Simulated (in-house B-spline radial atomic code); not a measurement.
RPA and G0W0 for Cs+, [Kr] 4d10 5s2 5p6, as one setting changes: the highest l of the empty states. Start: PBE. A dash marks a level of low quasi-particle weight. Computed with a B-spline radial code for spherical atoms: all electrons, scalar-relativistic (spin-free one-electron X2C), finite nucleus, each spin shell either full or empty, empty states to the listed l with an (l + 1/2)⁻⁴ tail; G0W0 by contour deformation at full frequency.

Spin-orbit coupling, left out, splits p levels strongly here.

| highest l of the empty states | RPA summed (Eh) | RPA extrapolated (Eh) | G0W0 level (eV) |
| --- | --- | --- | --- |
| 4 | -3.618 | -4.299 | 5p -23.662 |
| 5 | -3.9248 | -4.3521 | 5p -23.674 |
| 6 | -4.0756 | -4.3348 | 5p -23.665 |
| 7 | -4.1561 | -4.3205 | 5p -23.656 |
| 8 | -4.2 | -4.3043 | 5p -23.651 |
| 9 | ? | ? | ? |
| 10 | ? | ? | ? |
| 11 | -4.253 | -4.2889 | 5p -23.645 |

(1) What belongs in the row for 10?

(2) What belongs in the row for 9?

Answers

(1) RPA summed (Eh): -4.2423; RPA extrapolated (Eh): -4.2916; G0W0 level (eV): 5p -23.646.

(2) RPA summed (Eh): -4.226; RPA extrapolated (Eh): -4.2962; G0W0 level (eV): 5p -23.648.
